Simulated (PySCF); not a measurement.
Problem. Write Cartesian coordinates for `CC(=O)CCI` as optimised with PBE0-D3(BJ)/def2-SVP.

Solution. 
```xyz
13
C4H7IO angstrom
C      1.9511    0.6489   -0.2686
C      0.7777   -0.2037   -0.6776
O      0.8912   -1.1387   -1.4331
C     -0.5689    0.1731   -0.0829
C     -1.6648   -0.7529   -0.5497
I     -3.5762   -0.2321    0.2993
H      2.8571    0.2979   -0.7777
H      2.0962    0.5983    0.8223
H      1.7668    1.7055   -0.5185
H     -0.7881    1.2215   -0.3496
H     -0.4793    0.1683    1.0172
H     -1.4774   -1.7926   -0.2574
H     -1.7970   -0.7183   -1.6373
```

Orientation and origin are arbitrary. Atoms count from 1 in this order. The 6 heavy atoms lie in one plane (0.004 Å rms). Of the pairs four or more bonds apart, O3···H12 is among the closest relative to their van der Waals radii: 2.72 Å, 100 % of the sum of Bondi's values.

Bonds between heavy atoms (Å): C1–C2 1.507, C2=O3 1.207, C2–C4 1.520, C4–C5 1.509, C5–I6 2.155.

Computed with PySCF, PBE0-D3(BJ)/def2-SVP geometry optimisation, gas phase, def2 core potentials past Kr.

Whether it is a minimum is left open (no frequencies). The numbers are those of one conformer (C1–C2–C4–C5 -179°, C2–C4–C5–I6 180°).
